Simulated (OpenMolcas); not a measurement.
**Lines of Ag5+: computed and rescaled rates**

```json
{
  "Program": "OpenMolcas 26.06",
  "Method": "MS-CASPT2, IPEA 0.25 Eh, imaginary shift 0.1 Eh (closed shells correlated: 4s 4p)",
  "Basis": "ANO-RCC-VQZP [8s7p5d3f2g1h]",
  "Scalar Hamiltonian": "DKH2, point nucleus",
  "Active space": "6 electrons in 10 orbitals (4d 5d)",
  "State averaging": "2S+1 = 5 even, 5 roots; 2S+1 = 3 even, 45 roots; 2S+1 = 1 even, 49 roots",
  "Spin-orbit coupling": "state interaction with AMFI integrals over the reference wave functions, term energies averaged over their components"
}
```

Rates come from the transition moments of the reference wave functions (E1 and E2 in the length form). At fixed line strength A goes as λ^-3 for E1 and M1 and as λ^-5 for E2, so a rate at the computed wavelength can be rescaled to the measured one. Measured vacuum wavelengths follow from level energies in the list in Gamrath, thesis, University of Mons (2023). Branching counts decays inside the model space alone, at computed energies, and the table is only a selection of the E2 and M1 lines, drawn from those between levels with measured partners whose computed energy lies within a factor of 1.5 of the measured one.

```
            Upper              Lower  Type  λ computed (nm)  λ measured (nm)  A computed (s-1)  A rescaled (s-1)  Branching %
       4d6 3P2(1)            4d6 5D3    M1            523.2              545          1.46e+01                           84.6
       4d6 3P1(2)            4d6 5D2    M1              200            209.6          1.23e+01                           43.4
       4d6 3P1(1)            4d6 5D2    M1            402.5            411.9          1.14e+01                           45.8
       4d6 3P2(2)            4d6 5D3    M1            178.6            185.8          8.51e+00                           34.6
       4d6 3P1(1)         4d6 3P2(1)    M1             1437             1391          8.23e+00          9.07e+00         33.1
       4d6 3F3(2)            4d6 3D3    M1              432              445          7.25e+00                           27.0
       4d6 1D2(1)  4d6 3F3(1) [75 %]    M1              564            590.6          6.17e+00                           34.0
          4d6 3D3            4d6 5D4    M1            289.2            298.4          6.13e+00                           50.7
       4d6 1G4(1)     4d6 3H5 [74 %]    M1            629.9            638.2          5.51e+00                           29.5
4d6 3F3(1) [75 %]            4d6 5D3    M1            440.9            459.8          5.47e+00                           58.5
          4d6 3D1            4d6 5D1    M1            335.5            349.4          4.49e+00                           47.4
          4d6 3D2            4d6 5D2    M1            333.5            348.5          3.09e+00                           48.5
          4d6 1I6            4d6 3H6    M1            769.3            788.5          3.06e+00                           64.9
       4d6 3F2(1)            4d6 5D2    M1            446.9            468.3          2.87e+00                           58.1
   4d6 3G5 [74 %]            4d6 3H6    M1             1576             1551          1.72e+00                           57.9
          4d6 3D2         4d6 3P2(1)    M1            826.4            861.4          1.72e+00                           27.0
          4d6 3G4            4d6 5D4    M1            328.6            337.2          1.59e+00                           47.8
          4d6 1I6     4d6 3H5 [74 %]    M1            787.2            807.6          1.57e+00                           33.4
   4d6 3G5 [74 %]     4d6 3H5 [74 %]    M1             1653             1627          9.74e-01                           32.8
          4d6 5D3            4d6 5D4    M1             3968             3714          5.49e-01          6.70e-01        100.0
          4d6 5D2            4d6 5D3    M1             8130             7933          1.16e-01          1.25e-01        100.0
          4d6 5D1            4d6 5D2    M1            10880            10120          7.07e-02          8.79e-02        100.0
   4d6 3H5 [74 %]            4d6 5D4    M1              441            458.5          5.77e-02                           66.6
          4d6 5D0            4d6 5D1    M1            23880            22780          1.15e-02          1.32e-02        100.0
          4d6 3H6            4d6 5D4    E2            446.8            464.8          1.40e-04                          100.0
```

Spin-changing lines and M1 lines between different terms are not rescaled, since their strength hangs on the term gaps too.

The largest correction is for 4d6 5D1 → 4d6 5D2 (M1): 7.07e-02 × (10880 / 10120)^3 = 8.79e-02 s-1, a factor of 1.24.

The computed order of these levels differs from the measured one in 2 places, and where term gaps are wrong the rates of spin-changing lines can be off by large factors.

These are rates of the free ion; in crystals, glasses and complexes forced electric-dipole and non-radiative decay shorten such lifetimes by orders of magnitude. No measured rate stands beside these. Rescaling mends the energy factor alone: line strengths can still be far off where a level mixes with configurations outside the active space, and weak or spin-changing lines hang on small mixing coefficients that depend on the term gaps too, so rescaling need not improve them.

CASPT2 breaks the degeneracy within a term, and the mean is taken; among the terms shown or strongly mixed into the levels shown the widest spread is 1100 cm-1 (4d6 1I). Active for correlation alone: 5d; no level in the range computed is led by a configuration that fills it, so any true level of that kind is missing. The CASPT2 spread within a term exceeds the gap to the next term for 4d6 3D and 4d6 1I, 4d6 3P(2) and 4d6 3F(2), so the order of their levels is uncertain, and so are names and mixing where such terms share a J. Measured partners are found by configuration, term and J. A level has none where our copy of the source lacks it or the pairing is in doubt (some pairs that miss far off the trend of their configuration count as doubtful). Levels of configurations outside the active space are missing.

A share in square brackets marks a mixed level and gives the weight of the term that names it. A number in round brackets counts repeated terms of one configuration in the order of the reference energies.
